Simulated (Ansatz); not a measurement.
CH5NOZn, SMILES `[NH2][Zn][CH2]O`. Total charge 0; spin multiplicity 1.

```xyz
9

N    -0.2805   -2.1077    1.2963
Zn    0.0288   -0.6066    0.3142
C     0.4808    0.9456   -0.7722
O    -0.6002    1.8727   -0.6964
H    -1.0134   -2.7376    1.0033
H    -0.3143   -2.0315    2.3027
H     1.4162    1.3930   -0.4080
H     0.6646    0.6312   -1.8092
H    -0.3821    2.6408   -1.2307
```

Question: What are the harmonic wavenumbers in cm⁻¹ at PBE0-D4/def2-TZVP (Ansatz, finite differences of forces, unscaled)? (Best estimate.)

Answer: Computed: 53, 105, 139, 258, 302, 358, 528, 665, 683, 746, 1045, 1173, 1231, 1341, 1485, 1560, 2988, 3024, 3570, 3662, 3836.

Question: Is this a minimum?

Answer: Yes, all 21 modes are real.

Question: Give the ideal-gas thermochemistry at 298.15 K and 1 bar (rigid rotor, harmonic oscillator; point group Cs, symmetry number 1).

Answer: Zero-point energy 172.0 kJ/mol; H(298) − E = 192.6 kJ/mol; entropy 343.8 J/(mol·K), of which translation 167.8, rotation 105.6, vibration 70.4; G(298) − E = 90.1 kJ/mol. Modes under 100 cm⁻¹ are hindered rotations or soft bends, so the harmonic entropy is rough.

Question: And at 400, 500, 600, 800 and 1000 K?

Answer: 
```json
{"T (K)": "400", "H − E (kJ/mol)": "203.4", "S (J/mol/K)": "374.8", "G − E (kJ/mol)": "53.5"}
{"T (K)": "500", "H − E (kJ/mol)": "215.3", "S (J/mol/K)": "401.2", "G − E (kJ/mol)": "14.7"}
{"T (K)": "600", "H − E (kJ/mol)": "228.2", "S (J/mol/K)": "424.7", "G − E (kJ/mol)": "-26.6"}
{"T (K)": "800", "H − E (kJ/mol)": "256.4", "S (J/mol/K)": "465.1", "G − E (kJ/mol)": "-115.8"}
{"T (K)": "1000", "H − E (kJ/mol)": "287.1", "S (J/mol/K)": "499.4", "G − E (kJ/mol)": "-212.3"}
```

Question: Rotational constants (cm⁻¹)?

Answer: 0.9177, 0.07721, 0.07301.
